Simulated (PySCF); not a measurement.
# Removing the step error of a finite difference

System: CH₆MgOSi, singlet, geometry from GFN2-xTB (such geometries of metal compounds can be far from the true shape). Level: HF/6-31G, polarisability in PySCF. Sums are taken with unrounded values, so a last digit can differ.

Second differences of the energy in a field along z gave a polarisability along z of 62.927 bohr³ at step 0.02 and 69.004 bohr³ at step 0.05 (atomic units).

Q: Extrapolate to zero step.

A: The leading error of a symmetric difference goes as h², so A(h) = A0 + c h². Then c = (69.004 - (62.927))/(0.05² - 0.02²) = 2890 (atomic units) and A0 = 62.927 - c × 0.02² = 61.769 bohr³. The analytic value from the same program and level is 62.078 bohr³: the smaller step missed it by 0.848, the extrapolation by -0.310.
